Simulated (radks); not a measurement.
Results of a calculation; reference values are marked as such.
Cl I, configuration [Ne] 3s2 3p5 (the NIST ground configuration).

Level of theory: scalar-relativistic Kohn-Sham, Slater X-alpha with alpha = 0.667, spin-polarised, spherical densities, point nucleus; open shells are filled with parallel spins first (a radial shooting solver on a logarithmic mesh with Libxc functionals).

Energy parts (eV):
total: -12484.965
kinetic: 12556.101
electron-nucleus: -29870.737
Hartree: 5520.178
exchange: -690.506

Orbitals (lengths in bohr, moments of r in powers of bohr; r(max) is where P^2 peaks):
orbital  occ.  eigenvalue (eV)   r(max)      <r^4>
1s up       1        -2739.793  0.05963  0.0003234
1s down     1        -2739.606  0.05963  0.0003234
2s up       1        -250.1019   0.3629     0.1013
2s down     1        -249.8852   0.3629     0.1010
2p up       3        -190.0079   0.3014    0.09249
2p down     3        -189.7427   0.3015    0.09207
3s up       1         -19.9188    1.279      13.07
3s down     1         -18.7742    1.279      13.54
3p up       3          -7.9378    1.425      34.21
3p down     2          -6.9057    1.431      38.77

The highest occupied level is 3p down at -6.906 eV. Summed over all electrons, <r^2> = 28.41 bohr^2, which gives a Langevin (diamagnetic) susceptibility term of -22.5 x 10^-6 cm^3/mol. Spin moment in Bohr magnetons: 1.
